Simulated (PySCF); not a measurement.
Si(OH)2(OMe)(Ph), C₇H₁₀O₃Si, SMILES CO[Si](O)(O)c1ccccc1, GFN2-xTB optimised geometry.

```
21

C     -0.96     2.14    -0.94
O     -1.19     1.13     0.00
Si    -0.53    -0.37     0.00
O     -0.78    -1.19    -1.38
O      1.10    -0.37     0.00
C     -1.30    -1.17     1.52
C     -0.95    -2.47     1.85
C     -1.49    -3.11     2.95
C     -2.39    -2.44     3.76
C     -2.75    -1.13     3.45
C     -2.21    -0.51     2.35
H      0.09     2.43    -0.95
H     -1.24     1.81    -1.94
H     -1.57     3.00    -0.66
H     -1.67    -1.44    -1.64
H      1.57     0.01     0.73
H     -0.25    -3.00     1.22
H     -1.21    -4.12     3.19
H     -2.82    -2.93     4.63
H     -3.46    -0.61     4.08
H     -2.49     0.50     2.11
```

Density from PySCF 2.14.0 with PBE0/def2-SVP at that geometry.

Minimum of the electron density along straight lines between bonded atoms, close to the bond critical point (lines longer than 1.1 times the sum of covalent radii, or with two minima, are not listed):

| bond | length / Å | ρ at the minimum / e bohr⁻³ | ∇²ρ there / e bohr⁻⁵ | position (fraction from the first atom) |
|---|---|---|---|---|
| C1–O2 | 1.401 | 0.255 | (withheld) | 0.34 |
| O2–Si3 | 1.634 | 0.127 | 1.06 | 0.59 |
| Si3–O4 | 1.629 | 0.130 | 1.08 | 0.41 |
| Si3–O5 | 1.629 | 0.130 | 1.08 | 0.41 |
| Si3–C6 | 1.882 | (withheld) | 0.35 | 0.38 |
| C6–C7 | 1.392 | 0.307 | -0.77 | 0.50 |
| C7–C8 | 1.383 | 0.313 | -0.81 | 0.50 |
| C8–C9 | 1.385 | 0.312 | -0.80 | 0.50 |
| C9–C10 | 1.384 | 0.312 | -0.80 | 0.50 |
| C6–C11 | 1.391 | 0.306 | -0.77 | 0.50 |
| C10–C11 | 1.383 | 0.313 | -0.81 | 0.50 |
| C1–H12 | 1.092 | 0.282 | -1.07 | 0.63 |
| C1–H13 | 1.092 | 0.282 | -1.07 | 0.63 |
| C1–H14 | 1.090 | 0.283 | -1.09 | 0.64 |
| O4–H15 | 0.953 | 0.358 | -2.46 | 0.82 |
| O5–H16 | 0.953 | 0.358 | -2.46 | 0.82 |
| C7–H17 | 1.080 | 0.285 | -1.09 | 0.63 |
| C8–H18 | 1.081 | 0.283 | -1.07 | 0.63 |
| C9–H19 | 1.081 | 0.283 | -1.08 | 0.63 |
| C10–H20 | 1.081 | 0.283 | -1.07 | 0.63 |
| C11–H21 | 1.079 | 0.286 | -1.11 | 0.64 |

Question: Fill in the missing entries.

Answer: 
- C1–O2, ∇²ρ there / e bohr⁻⁵: -0.30
- Si3–C6, ρ at the minimum / e bohr⁻³: 0.117
